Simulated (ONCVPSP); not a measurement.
# chlorine (Cl) ONCV: all-electron and pseudo phase curves

* Element: Cl (Z = 17)
* Generator: ONCVPSP 4.0.1
* Type: optimised norm-conserving Vanderbilt (ONCV)
* Functional: PBE
* Relativity: scalar-relativistic
* Frozen core: [Ne]
* Valence charge: 7
* Reference configuration: 3s1.5 3p5.5
* Partial waves: 3s: rc 1.20 bohr, ncon 5, nbas 9, qcut 5.5 1/bohr, 2 projectors, debl 2 Ha; 3p: rc 1.15 bohr, ncon 3, nbas 6, qcut 7.7 1/bohr, 3 projectors, debl 3.8 Ha; d scattering state at 0.08 Ha: rc 1.25 bohr, ncon 4, nbas 8, qcut 9.1 1/bohr, 2 projectors, debl 0.7 Ha
* Local potential: polynomial inside 0.90 bohr (lpopt 5, dvloc0 0 Ha)
* Core correction: Teter function, fcfact 3.25, rcfact 1.6

The phase is arctan(r·R′/R) of the radial function R(r), unwrapped; energies in Ha, scanned from -2 to 5 Ha. A pole is an energy at which the radial function vanishes at the test radius. The pseudo phase is shifted by a multiple of π to meet the all-electron one at the reference energy, and phase errors are pseudo minus all-electron; the curves can meet again beyond the range given. Levels narrower than the energy grid can be missing from the lists of poles. n/a: not evaluated, since a narrow level or a reset projector energy made the automatic matching unsafe.

```json
{"channel": "s", "radius (bohr)": "1.22", "reference energy (Ha)": "-0.77", "poles, all-electron": "4.67", "poles, pseudo": "4.91", "unbroken range about the reference energy with phases within 0.05 rad": "n/a", "phase error 1 Ha above the reference energy (rad)": "n/a"}
{"channel": "p", "radius (bohr)": "1.17", "reference energy (Ha)": "-0.33", "poles, all-electron": "none", "poles, pseudo": "none", "unbroken range about the reference energy with phases within 0.05 rad": "the whole range", "phase error 1 Ha above the reference energy (rad)": "+0.000"}
{"channel": "d", "radius (bohr)": "1.27", "reference energy (Ha)": "0.08", "poles, all-electron": "3.90", "poles, pseudo": "3.81", "unbroken range about the reference energy with phases within 0.05 rad": "below 4.8", "phase error 1 Ha above the reference energy (rad)": "-0.000"}
```

Note: ghosts flagged at negative energy: p at -94.0 eV; GHOST(+) flagged for s at 63.4 eV. A true bound ghost makes a file unfit for plane-wave use.

Phases in the s channel:

```csv
E (Ha),all-electron,pseudo
-1.98,0.230,0.227
-1.62,-0.045,-0.046
-1.26,-0.333,-0.333
-0.90,-0.593,-0.593
-0.54,-0.802,-0.802
-0.18,-0.961,-0.961
0.18,-1.082,-1.082
0.54,-1.174,-1.174
0.90,-1.246,-1.246
1.26,-1.304,-1.304
1.62,-1.351,-1.351
1.98,-1.391,-1.392
2.34,-1.424,-4.338
2.70,-1.454,-4.588
3.06,-1.480,-4.615
3.42,-1.503,-4.638
3.78,-1.524,-4.658
4.14,-1.544,-4.677
4.50,-1.563,-4.694
4.86,-1.580,-4.710
```
